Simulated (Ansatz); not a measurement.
FGeH (SMILES [F][GeH]) moved off its minimum; all values from Ansatz (a quantum-chemistry and plane-wave program), cores frozen in correlated methods.
(charge 0, multiplicity 1)
```xyz
3

Ge    -0.0590    -0.1662     0.2691
H     -0.9985    -1.0541    -0.8000
F      0.4459     0.8978    -0.9074
```

Forces at PBE/def2-TZVPP (eV/Å):

```json
[
 {"atom": "Ge1", "Fx": "-1.374", "Fy": "-2.526", "Fz": "2.100"},
 {"atom": "H2", "Fx": "0.214", "Fy": "0.160", "Fz": "0.369"},
 {"atom": "F3", "Fx": "1.160", "Fy": "2.366", "Fz": "-2.469"}
]
```

Question: Give the forces (eV/Å), the total energy and the dipole at CCSD(T)/aug-cc-pVTZ.

Answer: 
```json
[
 {"atom": "Ge1", "Fx": "-1.379", "Fy": "-2.358", "Fz": "1.579"},
 {"atom": "H2", "Fx": "0.349", "Fy": "0.281", "Fz": "0.545"},
 {"atom": "F3", "Fx": "1.030", "Fy": "2.077", "Fz": "-2.124"}
]
```
Energy -2175.8552 hartree, dipole 1.37 D.

Doubts at one or more of the structures used: a restricted determinant that unrestricted orbitals would lower (CCSD(T)/aug-cc-pVTZ).
